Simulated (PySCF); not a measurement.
## Adding and removing an electron: BiCl

PBE0; basis Bi def2-SVP with ECP60, Cl def2-SVP; scalar-relativistic core potentials; PySCF 2.14. Neutral (UKS): triplet (π ↑↑), Re = 2.469 Å, ωe = 342 cm⁻¹, De = 2.93 eV, HOMO -6.13 eV, LUMO -2.85 eV.

BiCl⁺ (UKS): doublet (π ↑), Re = 2.372 Å, ωe = 403 cm⁻¹. The energies at the minima are -674.55973 hartree for BiCl and -674.25232 for BiCl⁺.

Question: Work out the adiabatic ionisation energy, without and with harmonic zero-point energies (1 hartree = 27.2114 eV, 1 eV = 8065.5 cm⁻¹), and the change of the bond length.

Answer: At PBE0: 0.30741 hartree = 8.365 eV between the minima; the zero-point term (403.0 − 342.0)/2 cm⁻¹ = +0.004 eV makes it 8.369 eV. Re changes by -9.7 pm against the neutral. The electron leaves a π orbital; in so polar a molecule the change of length follows mostly from the change of the ionic charges.

Spin–orbit coupling is left out, which matters for elements this heavy, above all for dissociation energies. States were picked by a PBE0 search and need not be the measured ground states.
